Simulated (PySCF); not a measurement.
Computed IR spectrum (relative IR intensity) of a molecule CH7ClGeSi. Coordinates come from a PBE-D3(BJ)/def2-SVP optimisation. Other conformers were not sampled. Calculation: PBE-D3(BJ)/def2-SVP in PySCF. Frequencies are harmonic and unscaled.

Lines under 2 % of the strongest are left out, and lines within 2 cm⁻¹ are merged.

ν (cm⁻¹): 452 (vw), 476 (w), 523 (w), 617 (m), 658 (w), 707 (m), 751 (s), 804 (s), 849 (vs), 857 (w), 862 (m), 919 (m), 983 (w), 1027 (m), 1326 (vw), 2077 (s), 2088 (s), 2109 (m), 2169 (s), 2178 (s) (against the strongest line: vs over 80 %, s over 45 %, m over 15 %, w over 4 %, vw less)

Pick the molecule that these values belong to.
(A) Cl[SiH2][CH2][GeH3]
(B) [CH3][GeH2][SiH2]Cl
(C) C[Si@@H](Cl)[GeH3]
(D) [SiH3][CH2][GeH2][Cl]

A, Cl[SiH2][CH2][GeH3]
